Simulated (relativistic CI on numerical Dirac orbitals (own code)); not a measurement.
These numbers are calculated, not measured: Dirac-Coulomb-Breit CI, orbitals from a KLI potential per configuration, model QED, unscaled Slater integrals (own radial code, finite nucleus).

The strongest absorption lines from the ground level of an ion, among the configurations computed and to levels below about 1820 eV (vacuum wavelength in nm, gf): 0.69317 (3.3), 0.69357 (2.3), 0.69641 (1.1), 0.71696 (0.45), 0.72676 (0.84), 0.83435 (0.38), 0.84275 (0.37), 3.1413 (0.8).

Problem. Which ion is it?
A. Ta XLVII
B. Tm XLIII
C. Pm XXXV
D. Ir LI

Solution. B. Tm XLIII has 27 electrons and the ground level 3s²3p⁶3d⁹ ²D5/2; the strongest line goes to 3s²3p⁶3d⁸4f ²F°7/2. The pattern of lines fixes the number of electrons, and along that sequence the line energies rise steadily with the charge (about as its square where n changes within one kind of shell, about linearly where n is kept but much faster in heavy ions where fine structure, which grows about as Z⁴, sets the gap, and irregularly where shells cross), which fixes Z. Configurations outside the model, such as inner-shell arrays, can give stronger lines. At this charge energies of transitions that change n are usually good to better than 1 %, and those within a shell (Δn = 0) to a few per cent.

LS names give the leading component of a level, which can be under half, so a name can repeat, a term be missing and a line seem to break the LS rules.
